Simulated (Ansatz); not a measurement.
Born–Oppenheimer molecular dynamics of Cl₂GeH₄S (8 atoms, charge 0, multiplicity 1). It starts at the highest image of a converged band. Of that band: Neighbouring images differ by up to 2.3 eV, so the band resolves the path poorly. A vibrational analysis at the climbing image gives one clearly imaginary mode, 1440i cm⁻¹: a first-order saddle point.

Level of theory: Ansatz, RKS B3LYP-D4/def2-SVP.

```json
{"ensemble": "NVE (velocity Verlet)", "time step": "0.5 fs", "steps asked": "132", "starting velocities drawn for": "100 K", "seed": "7814"}
```

First frame:

```xyz
8
Properties=species:S:1:pos:R:3
Ge -0.269 0.006 -0.100
H -0.191 -0.802 1.495
H 1.168 0.530 0.098
Cl -0.903 1.355 -1.746
Cl -0.625 -1.927 -1.027
S -2.301 0.662 1.348
H -2.950 -0.399 0.808
H -1.131 -0.298 1.796
```

Q: How far do the bonds stretch over the last three quarters of this one trajectory? (Pairs bonded in most of those frames.)

A: 
```json
{"bond": "Ge1–H2", "mean (Å)": "1.542", "spread (Å)": "0.062", "shortest": "1.45", "longest": "1.65"}
{"bond": "Ge1–H3", "mean (Å)": "1.550", "spread (Å)": "0.032", "shortest": "1.50", "longest": "1.60"}
{"bond": "Ge1–Cl4", "mean (Å)": "2.246", "spread (Å)": "0.014", "shortest": "2.21", "longest": "2.26"}
{"bond": "Ge1–Cl5", "mean (Å)": "2.202", "spread (Å)": "0.030", "shortest": "2.14", "longest": "2.23"}
{"bond": "S6–H7", "mean (Å)": "1.355", "spread (Å)": "0.010", "shortest": "1.34", "longest": "1.37"}
{"bond": "S6–H8", "mean (Å)": "1.375", "spread (Å)": "0.066", "shortest": "1.27", "longest": "1.47"}
```

Pairs bonded in part of these frames only: Ge1–S6 37 %.

Mean temperature of the second half: 1816 K. The conserved energy stayed within 0.18 meV per atom of its start (net change 0.14 meV per atom), so the integration is sound. The kinetic energy rose, since the run started high on the potential surface and went downhill. It ends in pieces (Cl2GeH2 + H2S), so much of that is their flight and rotation, not heat. A run of 0.066 ps of so small a system gives no equilibrium averages. The orbitals stay closed-shell, which can raise the energy where a bond breaks towards radicals; this wasn't checked here.

Time of the run: 8.7 min on 2 threads of Intel(R) Xeon(R) Platinum 8259CL CPU @ 2.50GHz (Skylake/Cascade Lake), with other jobs on the host, peak memory 0.29 GiB.
